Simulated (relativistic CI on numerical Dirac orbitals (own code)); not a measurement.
**Electric-dipole transitions in Cd18+**

These numbers are calculated, not measured: Dirac-Coulomb-Breit CI, KLI orbitals optimised for each configuration, model QED (radiative potential, 1s self-energy scaled to tabulated hydrogen-like ionisation energies), unscaled Slater integrals (own radial code, finite nucleus).

Configuration list (outside the closed core [Ar]): 3d¹⁰4s², 3d¹⁰4s4p, 3d¹⁰4p², 3d¹⁰4s4d, 3d¹⁰4d², 3d¹⁰4s4f, 3d¹⁰4p4d, 3d¹⁰4f², 3d¹⁰4p4f, 3d¹⁰4s5s, 3d¹⁰4d4f, 3d¹⁰4s5p, 3d¹⁰4s5d, 3d¹⁰4s5f, 3d¹⁰4s5g, 3d¹⁰4s6s, 3d¹⁰4s6p, 3d¹⁰4s6d, 3d¹⁰4s6f, 3d¹⁰4s7s, 3d⁹4s²4p, 3d⁹4s²4d, 3d⁹4s²4f, 3d⁹4s²5s, 3d⁹4s²5p, 3d⁹4s²5d. Double excitations out of closed p, d and f shells are left out; levels of such configurations are missing from the list, as are those of other unlisted configurations, and high levels can miss mixing partners. These lack a partner that the ground configuration has and come out too high: 3d⁹4s²4p, 3d⁹4s²4d, 3d⁹4s²4f, 3d⁹4s²5s, 3d⁹4s²5p.

| λ vac (Å) | Lower | Upper | A (s⁻¹) | log gf | S velocity/length |
| --- | --- | --- | --- | --- | --- |
| 95.281 | 3d¹⁰4s4f ³F°2 [27] | 3d¹⁰4s5g ³G3 [86] | 6.50e+11 | 0.79 | 0.94 |
| 95.335 | 3d¹⁰4s4f ³F°3 [28] | 3d¹⁰4s5g ³G4 [87] | 6.63e+11 | 0.91 | 0.94 |
| 95.414 | 3d¹⁰4s4f ³F°4 [29] | 3d¹⁰4s5g ³G5 [88] | 7.06e+11 | 1.03 | 0.94 |
| 99.861 | 3d¹⁰4s4f ¹F°3 [30] | 3d¹⁰4s5g ¹G4 [89] | 6.17e+11 | 0.92 | 0.93 |
| 158.25 | 3d¹⁰4p4d ¹F°3 [25] | 3d¹⁰4p4f ¹G4 [57] | 1.83e+11 | 0.79 | 0.99 |
| 159.57 | 3d¹⁰4s4p ³P°1 [3] | 3d¹⁰4s4d ³D2 [12] | 8.92e+10 | 0.23 | 0.99 |
| 160.09 | 3d¹⁰4p4d ³F°3 [16] | 3d¹⁰4p4f ³G4 [40] | 7.43e+10 | 0.41 | 1.00 |
| 160.64 | 3d¹⁰4p² ³P0 [6] | 3d¹⁰4p4d ³D°1 [18] | 1.34e+11 | 0.19 | 1.00 |
| 161.05 | 3d¹⁰4p² ¹D2 [8] | 3d¹⁰4p4d ³D°3 [22] | 1.16e+11 | 0.50 | 0.99 |
| 165.61 | 3d¹⁰4p4d ³D°1 [18] | 3d¹⁰4d² ³F2 [41] | 1.76e+11 | 0.56 | 1.01 |
| 166.11 | 3d¹⁰4p4d ³F°4 [19] | 3d¹⁰4p4f ³G5 [44] | 9.11e+10 | 0.62 | 0.99 |
| 169.23 | 3d¹⁰4s4d ³D1 [11] | 3d¹⁰4s4f ³F°2 [27] | 1.06e+11 | 0.36 | 1.00 |
| 169.24 | 3d¹⁰4p² ³P2 [9] | 3d¹⁰4p4d ¹F°3 [25] | 1.04e+11 | 0.50 | 0.99 |
| 170.31 | 3d¹⁰4p4d ¹D°2 [20] | 3d¹⁰4p4f ¹F3 [46] | 1.20e+11 | 0.56 | 1.01 |
| 170.36 | 3d¹⁰4s4d ³D2 [12] | 3d¹⁰4s4f ³F°3 [28] | 1.11e+11 | 0.53 | 1.00 |
| 170.71 | 3d¹⁰4p4d ³D°3 [22] | 3d¹⁰4p4f ³F4 [47] | 1.83e+11 | 0.86 | 1.01 |
| 172.38 | 3d¹⁰4p4d ³D°2 [24] | 3d¹⁰4p4f ³F3 [48] | 1.22e+11 | 0.58 | 1.01 |
| 172.46 | 3d¹⁰4s4d ³D3 [13] | 3d¹⁰4s4f ³F°4 [29] | 1.24e+11 | 0.70 | 1.00 |
| 172.78 | 3d¹⁰4s4p ³P°2 [4] | 3d¹⁰4s4d ³D3 [13] | 9.65e+10 | 0.48 | 0.99 |
| 174.95 | 3d¹⁰4s4d ¹D2 [14] | 3d¹⁰4s4f ¹F°3 [30] | 1.77e+11 | 0.75 | 1.00 |
| 178.29 | 3d¹⁰4p² ³P2 [9] | 3d¹⁰4p4d ³D°2 [24] | 7.18e+10 | 0.23 | 0.99 |
| 178.85 | 3d¹⁰4s4p ¹P°1 [5] | 3d¹⁰4s4d ¹D2 [14] | 1.45e+11 | 0.54 | 0.98 |
| 180.73 | 3d¹⁰4p4f ³F4 [47] | 3d¹⁰4d4f ³G°5 [74] | 1.78e+11 | 0.98 | 1.06 |
| 185.44 | 3d¹⁰4d4f ³G°5 [74] | 3d¹⁰4f² ³H6 [106] | 1.38e+11 | 0.97 | 1.12 |
| 188.34 | 3d¹⁰4p4f ¹G4 [57] | 3d¹⁰4d4f ¹H°5 [84] | 2.15e+11 | 1.10 | 1.16 |
| 192.24 | 3d¹⁰4p4f ³G5 [44] | 3d¹⁰4d4f ³H°6 [65] | 7.40e+10 | 0.73 | 1.11 |
| 195.85 | 3d¹⁰4d4f ¹H°5 [84] | 3d¹⁰4f² ¹I6 [112] | 1.45e+11 | 1.04 | 1.26 |
| 228.91 | 3d¹⁰4s² ¹S0 [1] | 3d¹⁰4s4p ¹P°1 [5] | 5.49e+10 | 0.11 | 0.76 |
| 229.41 | 3d¹⁰4s4f ¹F°3 [30] | 3d¹⁰4p4f ¹G4 [57] | 6.19e+10 | 0.64 | 1.11 |
| 233.67 | 3d¹⁰4s4p ³P°2 [4] | 3d¹⁰4p² ³P2 [9] | 2.95e+10 | 0.08 | 0.98 |

Terms are leading LS components. Brackets give the number of a level in order of energy, since labels repeat. The list gives strong lines, with weight on those to low levels, among the lowest 147 of 202 levels, so that lines to higher ones, which can be the strongest, are missing. Levels whose partners in the same complex of configurations lie outside the list can be far off, and so can their lines. Rates are taken at the computed energies, electric ones in the length gauge. A velocity-to-length ratio far from 1 marks an uncertain rate.

At this charge energies of transitions that change n are usually good to better than 1 %, and those within a shell (Δn = 0) to a few per cent.

LS names give the leading component of a level, which can be under half, so a name can repeat, a term be missing and a line seem to break the LS rules.
